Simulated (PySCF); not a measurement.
Species: C5H8BFO2.
Structure used (PBE0-D3(BJ)/def2-SVP), in Å, numbered top down from 1:
```
atom  x, y, z in Å
F1    -1.7920    0.2224   -1.5713
C2    -2.2375   -0.4465   -0.4775
C3    -2.3513    0.2742    0.8037
C4    -1.2597   -0.7740    0.6129
B5     0.2087   -0.2922    0.4720
O6     0.5597    0.9984    0.1974
C7     1.9706    1.0711    0.1117
C8     2.4644   -0.3600    0.4194
O9     1.2862   -1.1197    0.6210
H10   -2.9860   -1.1985   -0.7490
H11   -2.0142    1.3143    0.8078
H12   -3.1944    0.0504    1.4624
H13   -1.3999   -1.7482    1.0913
H14    2.3451    1.8118    0.8365
H15    2.2598    1.4087   -0.8964
H16    3.0904   -0.4062    1.3252
H17    3.0423   -0.7939   -0.4121
```

Level: PBE0/pcSseg-1 and PBE0/def2-SVPD in PySCF, non-relativistic, on one gas-phase PBE0-D3(BJ)/def2-SVP geometry that isn't relaxed in the solvent. The solvent is an IEF-PCM continuum (Bondi radii, 1.10 Å for H, scaled by 1.2). The model holds no explicit solvent molecules, cavitation or dispersion.

Gas phase at PBE0/pcSseg-1: HOMO -7.93 eV, LUMO 1.01 eV, dipole 1.67 D.

Problem. What does the continuum do to the energy, the frontier levels and the dipole at PBE0/pcSseg-1 in methanol and acetonitrile?

Solution. 
```tsv
solvent	ε	E(solvent) − E(gas) (kJ/mol)	polarisation term (kJ/mol)	distortion of the solute (kJ/mol)	HOMO (eV)	LUMO (eV)	dipole (D)
methanol	32.61	-25.97	-29.71	3.74	-7.89	0.98	2.01
acetonitrile	35.69	-26.09	-29.87	3.78	-7.89	0.98	2.01
```

The first energy column is the sum of the next two and covers electrostatics alone. From methanol to acetonitrile the lowering changes by a factor 1.00, Onsager's factor (ε − 1)/(2ε + 1) by 1.00 and ε itself by 1.1.

Problem. Which radius a makes the point-dipole formula ΔE = −[(ε − 1)/(2ε + 1)]·μ²/a³ give the value in acetonitrile, with the gas-phase dipole?

Solution. μ = 0.657 au and |ΔE| = 0.00994 Eh give a = 1.46 Å; the farthest nucleus lies 3.41 Å from the centroid of the nuclei, so such a sphere wouldn't even hold the nuclei. The formula assumes a rigid point dipole at the centre of a sphere.

Problem. Give the dipole vector in the frame of the coordinates (D, pointing from negative to positive charge), gas and acetonitrile.

Solution. Gas (1.27, -0.07, 1.08), solvent (1.50, -0.15, 1.33). Its length changes by +21 % and its direction by 2°.

Problem. Which Mulliken charges (PBE0/pcSseg-1) respond most in acetonitrile (means over atoms taken as equivalent)?

Solution. 
```json
{"atoms": "O6/O9", "environment": "boron-bound oxygen", "gas (e)": "-0.488", "solvent (e)": "-0.514", "change": "-0.026"}
{"atoms": "H10", "environment": "methine hydrogen", "gas (e)": "+0.112", "solvent (e)": "+0.137", "change": "+0.025"}
{"atoms": "F1", "environment": "alkyl fluorine", "gas (e)": "-0.302", "solvent (e)": "-0.322", "change": "-0.020"}
{"atoms": "H12", "environment": "methylene hydrogen", "gas (e)": "+0.138", "solvent (e)": "+0.158", "change": "+0.020"}
{"atoms": "H14/H17", "environment": "methylene hydrogen", "gas (e)": "+0.126", "solvent (e)": "+0.141", "change": "+0.015"}
{"atoms": "H13", "environment": "methine hydrogen", "gas (e)": "+0.147", "solvent (e)": "+0.162", "change": "+0.015"}
```

Gas phase at PBE0/def2-SVPD: HOMO -8.00 eV, LUMO 0.40 eV, dipole 1.65 D.

Problem. What does the continuum do to the energy, the frontier levels and the dipole at PBE0/def2-SVPD in acetonitrile?

Solution. 
| solvent | ε | E(solvent) − E(gas) (kJ/mol) | polarisation term (kJ/mol) | distortion of the solute (kJ/mol) | HOMO (eV) | LUMO (eV) | dipole (D) |
| --- | --- | --- | --- | --- | --- | --- | --- |
| acetonitrile | 35.69 | -24.69 | -28.91 | 4.22 | -7.93 | 0.43 | 2.06 |

Problem. How does the static polarisability (PBE0/def2-SVPD, frozen core, with the continuum's full static response) change?

Solution. 
| medium | isotropic (au) | principal values (au) | ⟨r²⟩ of the electrons (bohr²) |
| --- | --- | --- | --- |
| gas | 74.7 | 64.3, 69.3, 90.4 | 1245.9 |
| acetonitrile | 96.3 | 85.3, 93.2, 110.3 | 1243.7 |

The isotropic value in acetonitrile is 1.29 times the gas-phase one; no cavity-field correction is applied. ⟨r²⟩ is taken about the centre of nuclear charge.
